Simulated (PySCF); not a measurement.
## Correlation energy of Te (tellurium, neutral)

[Kr] 4d10 5s2 5p3 5d1, high-spin 5D determinant (an excited configuration). Computed with PySCF 2.14 in aug-cc-pVTZ-PP with one added diffuse shell each of d, f type with ECP28MDF (6s5p5d3f, 67 functions), with scalar relativity through the core potential. Frozen: 4s2 4p6 4d10; 6 electrons correlated.

| level | correlation energy (mhartree) |
| --- | --- |
| CCSD | -83.74 |
| (T) | -2.74 |
| CCSD(T) | -86.48 |

Diagnostics: T1 = 0.014, D1 = 0.0468, largest double amplitude 0.037.

Problem. Is a single reference adequate?

Solution. Yes, within this model without spin-orbit coupling: T1 lies below 0.03 and no double amplitude reaches 0.07.
